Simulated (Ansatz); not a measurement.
C₂H₉InOSi, SMILES `C[CH2][InH][O][SiH3]`. Charge 0, multiplicity 1. In: def2 effective core potential.

```csv
atom,x (Å),y (Å),z (Å)
C1,1.515,-0.592,0.378
C2,0.825,-0.166,1.666
In3,-1.151,0.628,1.372
O4,-1.664,0.642,-0.565
Si5,-1.194,0.278,-2.066
H6,0.959,-1.373,-0.145
H7,2.517,-0.986,0.581
H8,1.628,0.239,-0.321
H9,1.400,0.602,2.191
H10,0.731,-1.002,2.364
H11,-2.452,1.264,2.278
H12,-2.266,0.615,-3.045
H13,0.036,1.028,-2.468
H14,-0.883,-1.177,-2.221
```

Question: List the harmonic frequencies (cm⁻¹, unscaled) at PBE0-D4/def2-TZVP in Ansatz. (Estimate.)

Answer: Computed: 29, 63, 80, 95, 106, 217, 247, 380, 401, 489, 495, 639, 730, 730, 944, 956, 959, 971, 997, 1026, 1049, 1205, 1254, 1412, 1450, 1490, 1496, 1855, 2164, 2173, 2200, 3039, 3056, 3095, 3105, 3126.

Question: Is this a minimum?

Answer: Yes, all 36 modes are real.

Question: Give the ideal-gas thermochemistry at 298.15 K and 1 bar (rigid rotor, harmonic oscillator; point group Cs, symmetry number 1).

Answer: Zero-point energy 261.5 kJ/mol; H(298) − E = 289.1 kJ/mol; entropy 420.3 J/(mol·K), of which translation 174.4, rotation 120.8, vibration 125.1; G(298) − E = 163.8 kJ/mol. Modes under 100 cm⁻¹ are hindered rotations or soft bends, so the harmonic entropy is rough.
